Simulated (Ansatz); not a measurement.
Born–Oppenheimer molecular dynamics of ClGaH₆NSi (10 atoms, charge 0, multiplicity 2). It starts at the highest image of a converged band, a first-order saddle point between two minima.

All numbers below come from Ansatz, UKS PBE/def2-SVP.

- ensemble: NVE (velocity Verlet)
- time step: 0.5 fs
- steps asked: 200
- starting velocities drawn for: 300 K
- seed: 10839

First frame:

```xyz
10
Properties=species:S:1:pos:R:3
Ga 0.183 -0.121 0.021
Cl 0.229 -0.782 2.306
H 1.327 0.852 -0.488
N -1.559 0.077 -0.544
H -2.279 -0.586 -0.244
H -1.765 0.427 -1.485
Si -0.122 -0.086 4.640
H -1.436 -0.634 5.121
H 1.008 -0.561 5.511
H -0.159 1.413 4.584
```

Problem. How far do the bonds stretch over the last three quarters of this one trajectory? (Pairs bonded in most of those frames.)

Solution. 
```json
{"bond": "Ga1–Cl2", "mean (Å)": "2.228", "spread (Å)": "0.023", "shortest": "2.17", "longest": "2.28"}
{"bond": "Ga1–H3", "mean (Å)": "1.571", "spread (Å)": "0.013", "shortest": "1.54", "longest": "1.60"}
{"bond": "Ga1–N4", "mean (Å)": "1.830", "spread (Å)": "0.025", "shortest": "1.79", "longest": "1.87"}
{"bond": "N4–H5", "mean (Å)": "1.023", "spread (Å)": "0.007", "shortest": "1.01", "longest": "1.04"}
{"bond": "N4–H6", "mean (Å)": "1.024", "spread (Å)": "0.012", "shortest": "1.01", "longest": "1.05"}
{"bond": "Si7–H8", "mean (Å)": "1.511", "spread (Å)": "0.028", "shortest": "1.46", "longest": "1.55"}
{"bond": "Si7–H9", "mean (Å)": "1.511", "spread (Å)": "0.035", "shortest": "1.45", "longest": "1.57"}
{"bond": "Si7–H10", "mean (Å)": "1.508", "spread (Å)": "0.013", "shortest": "1.48", "longest": "1.53"}
```

Pairs bonded in part of these frames only: Cl2–Si7 52 %.

Mean temperature of the second half: 337 K. The conserved energy stayed within 0.069 meV per atom of its start (net change 0.024 meV per atom), so the integration is sound. A run of 0.1 ps of so small a system gives no equilibrium averages.

Time of the run: 4.8 min on 4 threads of Arm Neoverse V2, with other jobs on the host, peak memory 0.2 GiB.
